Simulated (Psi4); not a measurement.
AlF2, doublet, at a GFN2-xTB geometry (such geometries of metal compounds can be far from the true shape).

Here is a job for Psi4.
```
memory 2 GB

molecule {
0 2
  Al   -0.00451449    0.34922303    0.00195349
  F     1.55484400   -0.23215983   -0.00125071
  F    -1.54832307   -0.27227344   -0.00157100
}

set basis aug-cc-pvdz
set reference uhf

energy('scf')
print_variables()
```

### Question
Predict the dipole moment from HF/aug-cc-pVDZ (Psi4).

### Answer
0.68 D

### Question
Predict the total energy from HF/aug-cc-pVDZ.

### Answer
-440.939054 Ha

### Question
What nuclear repulsion energy does HF/aug-cc-pVDZ give?

### Answer
88.2175 Eh

### Question
What <S^2> does HF/aug-cc-pVDZ give?

### Answer
0.752

These values belong to the state on which the SCF converged, which isn't shown to be the lowest.
